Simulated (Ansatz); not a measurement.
`O=C=N[Si](F)(Cl)Cl` + `O[SiH2]S` → `O[SiH2]S[Si](F)(Cl)Cl` + `N=C=O`  (ligand exchange at the Si–N bond)

Calculated with Ansatz (gas phase, PBE0-D4/def2-TZVP geometries, no zero-point term in ΔE). CBS: MP2 limit from def2 TZ/QZ plus the TZ coupled-cluster correction, frozen cores. This one scheme is used for every species. DFT in def2-TZVPP. One conformer a species, not always the lowest.

`O=C=N[Si](F)(Cl)Cl`:

Cartesian coordinates in Å:
```
O 0.215 0.254 2.983
C 0.141 0.346 1.831
N 0.068 0.496 0.644
Si -0.067 -0.049 -0.937
F -0.086 1.213 -1.875
Cl 1.515 -1.193 -1.442
Cl -1.786 -1.068 -1.204
```

`O[SiH2]S`:

Cartesian coordinates in Å:
```
O -0.395 0.630 -1.306
Si -0.225 -0.479 -0.107
S 0.574 0.334 1.695
H -0.863 1.440 -1.091
H -1.523 -1.049 0.332
H 0.663 -1.511 -0.681
H 1.769 0.636 1.157
```

`O[SiH2]S[Si](F)(Cl)Cl`:

Z-matrix (Å, degrees):
```
Si
S 1 2.165
O 1 1.632 2 112.7
H 1 1.475 2 104.5 3 -116.1
H 1 1.482 2 107.4 3 123.8
Si 2 2.090 1 97.2 3 -76.0
H 3 0.960 1 117.3 2 63.4
F 6 1.595 2 109.4 1 40.3
Cl 6 2.021 2 109.9 1 158.9
Cl 6 2.026 2 114.1 1 -77.9
```

`N=C=O`:

Cartesian coordinates in Å:
```
N 0.068 -0.625 -0.437
C -0.292 0.274 0.286
O -0.763 1.073 0.984
H 0.986 -0.721 -0.833
```

CCSD(T)/CBS gives +0.30 eV.

Q: Another level gave +0.32 eV. Which?
A. PBE-D4/def2-TZVPP
B. PBE/def2-TZVPP
C. CCSD/def2-TZVPP
D. MP2/def2-TZVPP

A: D. MP2/def2-TZVPP 0.32, PBE-D4 0.15, CCSD/def2-TZVPP 0.41, PBE 0.23 eV.

Largest T1 diagnostic among the species: 0.018.

From PBE to PBE0 (25 % exact exchange), in def2-TZVPP and without D4, ΔE moves by +0.07 eV. In def2-TZVPP, CCSD(T) changes the Hartree–Fock value by −0.28 eV (the triples alone add −0.06 eV) and MP2 by −0.31 eV. The D4 term adds −0.12 eV with B3LYP and −0.06 eV with PBE0; it sums over pairs of atoms, weighted by their polarisabilities, and B3LYP, whose exchange is more repulsive, gets the larger term.

B3LYP here is the variant with VWN-RPA as its local correlation; programs differ in this.
